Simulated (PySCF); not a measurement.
Simulated P 2p region for `[SiH3][O][GeH2][PH2]`, binding energy against the vacuum level.

Every computed line was given a Gaussian of 0.4 eV full width at half maximum and an area set by the number of equivalent atoms (split 2:1 within a doublet); the highest printed point is 100. Computed, not measured: delta-SCF UKS SCAN, pcX-2 on the ionised atom, pcseg-1 elsewhere, spin-free X2C in PySCF 2.14.0.

(binding energy (eV), intensity): (136.0, 1), (136.1, 3), (136.2, 12), (136.3, 34), (136.4, 69), (136.5, 99), (136.6, 100), (136.7, 71), (136.8, 36), (136.9, 13), (137.0, 5), (137.1, 7), (137.2, 19), (137.3, 36), (137.4, 50), (137.5, 49), (137.6, 34), (137.7, 17), (137.8, 6), (137.9, 1), (138.0, 0)

Question: How many maxima does the curve show, and how many computed lines lie under it?

Answer: The curve has 2 maxima (at 136.6 and 137.4 eV). Under it lie 2 lines from 1 inequivalent phosphorus site, drawn as a 2p3/2, 2p1/2 pair.

Question: Decompose the envelope and assign each component. Numbering: `[SiH3:1][O:2][GeH2:3][PH2:4]`.

Answer: 
```json
{"position (eV)": "136.55", "relative area": "0.67", "line": "P 2p3/2", "atoms": "P4", "environment": "three-coordinate phosphorus"}
{"position (eV)": "137.44", "relative area": "0.33", "line": "P 2p1/2", "atoms": "P4", "environment": "three-coordinate phosphorus"}
```

Shake-up satellites, vibrational structure and lifetime widths aren't simulated. 2p3/2 and 2p1/2 are the ΔSCF energy of one spin-free 2p hole plus the eigenvalues of a spin–orbit and ligand-field matrix of the shell. 2p1/2 minus 2p3/2 (ligand field included): P 0.89 eV. Geometry: PBE0-D3(BJ)/def2-SVP, one conformer, isolated molecule.

The values belong to the conformer `[SiH3:1][O:2][GeH2:3][PH2:4]`: Si1–O2–Ge3–P4 11°, H–P4–Ge3–O2 -177°, H–P4–Ge3–O2 89°.
